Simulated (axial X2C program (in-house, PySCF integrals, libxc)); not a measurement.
**TiBi⁺: from Re and ωe to a spectrum**

A bond curve at the PBE0 level, two-component in a model world with the speed of light multiplied by 4, was computed with an in-house all-electron X2C program for linear molecules (integrals from PySCF) (basis Bi dyall-v2z [9s10p8d4f], Ti dyall-v2z [7s7p5d2f] (cores contracted in-house)) for the state Ω = 4 (⟨Sz⟩ = 2.00, ⟨Lz⟩ = 2.00 at PBE0). Its fit gives Re = 2.8059 Å, ωe = 220.2 cm⁻¹, ωexe = 0.532 cm⁻¹ and αe = 1.842e-04 cm⁻¹; the masses are 208.9804 and 47.9479 u. Two-component means X2C with spin–orbit coupling and atomic mean-field Coulomb and Gaunt terms.

(1) Find the reduced mass, Be and the force constant.

(2) A Morse curve ties αe to the other constants (Pekeris). How well does that hold?

(3) Where do the fundamental and the first overtone lie?

(4) Estimate the centrifugal constant by the Kratzer relation.

The state is a single determinant with fixed occupations, the lowest that a limited PBE0 search found. Density functionals use the spin component along the axis (collinear). PBE0 can misorder states that lie within some tenths of an eV, so this need not be the ground state of the molecule. The nearest other 2c determinant of the search, Ω = 1, lies 0.23 eV up at the distance of the search. Without a current term, density functionals place determinants with orbital angular momentum somewhat too high. With several unpaired electrons one determinant need not be a pure state. Open-shell Ω = 0 determinants with evenly filled partner blocks cannot be reached by this program, so the Ω shown need not be the lowest component.

## Answers

(1) From the PBE0 values: μ = 38.9999 u. Be = 16.8576/(μ Re²) = 0.0549 cm⁻¹. k = 5.8918×10⁻⁷ μ ωe² = 1.11 mdyn/Å.

(2) αe(Morse) = 6Be²/ωe × (√(ωexe/Be) − 1) = 1.735e-04 cm⁻¹; the PBE0 curve gives 1.842e-04 cm⁻¹, a ratio of 0.94.

(3) ν(1←0) = ωe − 2ωexe = 219.1 cm⁻¹; ν(2←0) = 2ωe − 6ωexe = 437.2 cm⁻¹.

(4) D = 4Be³/ωe² = 1.37e-08 cm⁻¹.
